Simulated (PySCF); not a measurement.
CaHO, SMILES [OH][Ca], multiplicity 2. Geometry optimised at PBE0-D3(BJ)/def2-TZVPD.

Problem. Give the equilibrium geometry at PBE0-D3(BJ)/def2-TZVPD (PySCF confirms it by a frequency run) as a Z-matrix, and its point group. (The exact figures need the calculation; the answer reports its results.)

Solution. point group C∞v.
```
O
H 1 0.9529
Ca 1 1.9723 2 180.00
```
Charge 0, spin multiplicity 2.
